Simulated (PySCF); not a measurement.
Vertical excitations of a molecule C3H9ClSi2 from PySCF with TDA-PBE/def2-SVPD, as energy in eV (oscillator strength): 5.01 (0.003), 5.32 (0.009), 5.74 (0.133), 6.01 (0.003), 6.17 (0.001), 6.40 (0.011). Lowest triplet (TDA): 3.89 eV. Geometry: PBE0-D3(BJ)/def2-SVP. Other conformers were not sampled.

Question: Which structure fits?
A) [SiH3]C/C([SiH3])=C/Cl
B) C/C=C(/[SiH3])[SiH2]Cl
C) [SiH3][C@@H]1C[C@@H]1[SiH2]Cl
D) [SiH3][C@@H]1CC[Si@@H]1Cl

Answer: B, C/C=C(/[SiH3])[SiH2]Cl
